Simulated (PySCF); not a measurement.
## C (carbon, neutral) across methods

[He] 2s1 2p2 3s1, high-spin 5P determinant (an excited configuration). Calculation: PySCF 2.14, in aug-cc-pVQZ-DK; the spin-free X2C one-electron Hamiltonian (Gaussian nucleus).

```tsv
method	E (hartree)	mean ε 2s α (eV)	mean ε 2p α (eV)	mean ε 3s α (eV)	Σ⟨r²⟩ (bohr²)	⟨S²⟩
PBE0	-37.3588	-23.780	-14.558	-2.423	35.01	6.000
PW91	-37.3791	-21.354	-12.745	-2.000	34.84	6.000
BP86	-37.3919	-21.379	-12.729	-2.066	34.75	6.000
LDA	-37.0143	-21.122	-12.618	-1.992	34.58	6.000
UHF	-37.30297	-30.793	-19.867	-3.432	35.06	6.000
PBE	-37.3477	-21.311	-12.672	-1.984	34.93	6.000
M06-L	-37.3850	-22.110	-13.078	-1.967	35.30	6.000
r2SCANh	-37.3929	-23.133	-13.963	-2.131	35.01	6.000
r2SCAN	-37.3932	-22.278	-13.290	-1.968	35.07	6.000
```

The outer electron is Rydberg-like, and this basis confines it to a smaller radius and binds it less than a complete one would.
